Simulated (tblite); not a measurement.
**Question.** Give a GFN2-xTB geometry of `[C@H]1(F)[C@H]2[C]3[C@@H]([C@H]1C3)C2` [radical]. (Doublet state.)

**Answer.** 
```
atom  x, y, z in Å
F1     0.0173   -2.2661   -0.7068
C2     0.3749   -1.1920    0.0703
C3     0.9907   -0.0155   -0.7030
C4     1.3241    0.9054    0.4787
C5    -0.1875    1.0411    0.5991
C6    -0.3106    0.8067   -0.9070
C7    -1.5383   -0.0587   -0.7619
C8    -0.8314   -0.3865    0.5725
H9     1.0261   -1.5992    0.8509
H10    1.6959   -0.2392   -1.4940
H11    1.7832    1.8419    0.1728
H12    1.8762    0.4707    1.3114
H13   -0.6813    1.8140    1.1732
H14   -1.6990   -0.8723   -1.4627
H15   -2.4445    0.5233   -0.6213
H16   -1.4035   -0.7647    1.4164
```

Any rigid rotation of these coordinates is as good. Atoms count from 1 in this order. The 4-membered ring C3–C4–C5–C6 has internal angles of 83.4° to 89.3° (sum 345°, against 360° for a flat polygon); it is puckered, 0.20 Å rms from its mean plane, widest ring torsion 29°. Of the pairs four or more bonds apart, F1···H14 is among the closest relative to their van der Waals radii: 2.34 Å, 88 % of the sum of Bondi's values. The 9 C–C bonds span 1.509 Å (C6–C7, drawn single) to 1.566 Å (C5–C8, drawn single), a spread of 0.057 Å. C6 (carbon bonded to 3 C) is pyramidal (angles 111.4°, 93.4° and 83.4°, sum 288.2°, 0.77 Å off the plane of its three neighbours).

Bonds between heavy atoms (Å): F1–C2 1.373, C2–C3 1.537, C3–C4 1.535, C4–C5 1.522, C5–C6 1.529, C6–C7 1.509, C7–C8 1.545, C2–C8 1.535, C3–C6 1.553, C5–C8 1.566.

Computed geometry: GFN2-xTB, gas phase. This method treats the open shell by occupation alone, without spin polarisation.

Point group: C1 (no symmetry element, even within 0.4 Å). Its GFN2-xTB frequencies are all real (lowest 234 cm⁻¹).
